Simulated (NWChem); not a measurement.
WNHSClF; SMILES [NH]=[W]([F])(=[S])[Cl]

```xyz
6

W     -0.1994     0.0288    -0.0148
N     -1.0752     0.1283     1.4966
H     -1.3045     0.5180     2.4167
S      1.2172     1.6417    -0.0473
F     -1.4349     0.2616    -1.4094
Cl     0.9583    -1.9434     0.0232
```
Atoms are numbered in this order, from 1.

Level: PBE-D3(BJ)/def2-SVP with def2 effective core potentials on W (NWChem), optimised geometry, unscaled harmonic frequencies. def2 effective core potentials on W; no spin-orbit coupling.

```
frequency (cm⁻¹)  IR intensity (km/mol)
----------------  ---------------------
130                                 0.5
152                                 1.0
179                                 0.9
235                                 3.5
256                                 3.9
400                                31.1
517                               195.3
554                                35.9
579                                92.1
678                                96.3
991                                69.8
3532                              189.0
```

```
Quantity                                                                            Value
-----------------------------------------------------------------------  ----------------
zero-point energy                                                           11.7 kcal/mol
thermal correction to the enthalpy at 298.15 K (with zero-point energy)     16.6 kcal/mol
heat capacity Cv                                                         21.3 cal/(mol K)
entropy at 298.15 K and 1 atm (symmetry number 1)                        85.8 cal/(mol K)
```

Rigid rotor and harmonic oscillator.
